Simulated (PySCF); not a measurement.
**Correlation energy of Sb⁺ (antimony, charge +1)**

[Kr] 4d10 5s2 5p2, high-spin 3P determinant. Calculation: PySCF 2.14, in x2c-TZVPall (8s6p4d2f, 60 functions); the spin-free X2C one-electron Hamiltonian (Gaussian nucleus). Frozen: [Kr] 4d10; 4 electrons correlated.

MP2 pair energies summed by pair of shells (mhartree):

```json
{"pair": "5s-5p", "energy": "-27.12", "share (%)": "61.2"}
{"pair": "5s-5s", "energy": "-12.97", "share (%)": "29.3"}
{"pair": "5p-5p", "energy": "-4.25", "share (%)": "9.6"}
```

Total MP2 correlation energy: -44.33 mhartree.

Same-spin part -7.38 and opposite-spin part -36.95 mhartree; SCS-MP2 scales them by 1/3 and 6/5 to -46.80 mhartree.
